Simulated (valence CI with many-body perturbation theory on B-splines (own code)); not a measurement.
# Rb XVII in brief

Method: relativistic CI+MBPT: three valence electrons over a frozen Dirac-Fock core [Ar], radial functions for each j: 7 s, 7 p, 8 d, 6 f, 4 g, 1 h, with the one-electron correlation potential Σ1 (screened to all orders), the two-electron term Σ2, the three-electron term Σ3, Breit, model QED; selected single and double excitations, second order for the rest, scaled by the run's own slope (own B-spline code, finite nucleus).

No measured spectrum was set against this ion. As an estimate, terms of the open shell hold to 2 to 4 % of their energy, and close levels can change places. Only levels of the ground parity were solved; by the run's estimate the other parity begins above the list, which can be wrong where configurations are misplaced.

Names give the largest LS component (configuration and term), which can be under half, so a name can repeat, a term be missing and a line seem to break the LS rules; names also repeat where a configuration has a term twice.

Rates and lifetimes use the calculated energies. Strong lines usually hold to 10 to 20 %, long lifetimes can be off by a factor of two.

**Question.** What is the ground level?

**Answer.** 3d³ ⁴F_3/2, composition 96 % 3d³ ⁴F + 4 % 3d³ ²D, g = 0.416.

**Question.** How is the term ⁴F of the ground level split?

**Answer.** J = 3/2 at 0.0, J = 5/2 at 7141, J = 7/2 at 14954, J = 9/2 at 22620 cm⁻¹.

**Question.** How well does LS coupling describe the low levels?

**Answer.** Among the lowest 19 levels the leading LS term, summed over configurations, holds 86 % on average. For single configurations the figures are 86 % in LS and 70 % in jj coupling. Terms mix most in the J = 3/2 level at 67564 cm⁻¹, where the leading one holds 54 %.

**Question.** What is the ionisation energy?

**Answer.** 601.58 eV; NIST lists 601 ± 3 eV (theoretical).
